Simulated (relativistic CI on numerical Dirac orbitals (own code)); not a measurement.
Tb⁶¹⁺: computed level list

Calculated at this level of theory: Dirac-Coulomb-Breit CI, separate exchange-only KLI orbitals for each configuration, model QED, unscaled Slater integrals (own radial code, finite nucleus).

CI space (outside the closed core 1s2): 2s2, 2s.2p, 2p2, 2p.3s, 2p.3p, 2s.3s, 2s.3p, 2s.3d, 2s.4s, 2s.4p, 2s.4d, 2s.4f, 2s.5s, 3s2, 2s.5p, 2s.5d, 2s.5f, 2s.5g, 3s.3p, 3p2. Levels of other configurations are missing.

```tsv
No.	Configuration	Term	J	E (eV)	%	Next component (%)	Lifetime (s)
1	2s2	1S	0	0.0	98	1 2p2 1S	
2	2s.2p	3P°	0	138.4	100		
3	2s.2p	3P°	1	168.0	72	28 1P°	2.70e-10
4	2p2	3P	0	395.9	68	30 1S	1.71e-11
5	2s.2p	3P°	2	964.3	100		4.01e-10
6	2s.2p	1P°	1	1042.7	72	28 3P°	2.97e-13
7	2p2	3P	1	1184.8	100		3.90e-13
8	2p2	1D	2	1202.4	65	35 3P	4.39e-13
9	2p2	3P	2	2021.5	65	35 1D	2.13e-13
10	2p2	1S	0	2080.8	69	31 3P	1.79e-13
11	2s.3s	3S	1	8169.9	100		5.46e-15
12	2s.3s	1S	0	8197.9	99	1 2p.3p 1S	7.89e-15
13	2s.3p	3P°	0	8236.2	100		6.03e-13
14	2s.3p	3P°	1	8237.0	67	32 1P°	3.80e-15
15	2p.3s	3P°	0	8343.9	100		8.28e-15
16	2p.3s	3P°	1	8344.4	65	32 1P°	6.75e-15
17	2p.3p	3D	1	8383.8	73	22 1P	1.93e-15
18	2p.3p	3P	0	8429.1	68	31 1S	2.34e-15
19	2s.3p	3P°	2	8479.7	100		5.17e-13
20	2s.3p	1P°	1	8487.7	67	31 3P°	2.39e-15
21	2s.3d	3D	1	8510.1	99	1 2p.3p 3D	1.04e-15
22	2s.3d	3D	2	8514.4	73	26 1D	8.95e-16
23	2s.3d	3D	3	8577.4	100		9.94e-16
24	2s.3d	1D	2	8591.2	71	25 3D	1.08e-15
25	2p.3p	3P	1	8646.2	48	30 3S	3.42e-15
26	2p.3p	3D	2	8649.4	51	30 1D	3.07e-15
27	2p.3s	3P°	2	9181.0	100		9.49e-15
28	2p.3s	1P°	1	9190.1	67	33 3P°	5.38e-15
29	2p.3p	3P	1	9239.6	52	27 3S	2.51e-15
30	2p.3p	3D	2	9241.5	47	34 1D	2.47e-15
31	2p.3p	3D	3	9469.1	100		3.40e-15
32	2p.3p	1P	1	9469.9	54	39 3S	3.26e-15
33	2p.3p	3P	2	9496.8	65	35 1D	3.09e-15
34	2p.3p	1S	0	9521.2	68	32 3P	3.08e-15
35	2s.4s	3S	1	10973.1	100		9.21e-15
36	2s.4s	1S	0	10983.2	100		9.22e-15
37	2s.4p	3P°	0	10998.9	100		1.62e-14
38	2s.4p	3P°	1	10999.5	68	32 1P°	5.79e-15
39	2s.4p	3P°	2	11100.7	100		2.25e-14
40	2s.4p	1P°	1	11102.8	68	32 3P°	4.13e-15
41	2s.4d	3D	1	11112.7	100		2.14e-15
42	2s.4d	3D	2	11114.7	71	29 1D	2.14e-15
43	2s.4d	3D	3	11141.8	100		2.34e-15
44	2s.4d	1D	2	11147.0	71	29 3D	2.33e-15
45	2s.4f	3F°	2	11149.7	100		4.66e-15
```

Energies count from the lowest computed level; ° marks odd parity; lifetimes are radiative, by E1, M1, E2, M2 decay to levels of this space only; some are left blank where a channel outside the calculation adds to the decay or the decay crosses a small, uncertain gap.

The mean weight of the leading LS term, summed over parents, in these 45 levels is 80 %, and that of the leading jj configuration (from the same eigenvectors) 99 %, so jj coupling describes them better and the LS labels are nominal.

At this charge energies of transitions that change n are usually good to better than 1 %, and those within a shell (Δn = 0) to a few per cent.

LS names give the leading component of a level, which can be under half, so a name can repeat, a term be missing and a line seem to break the LS rules.
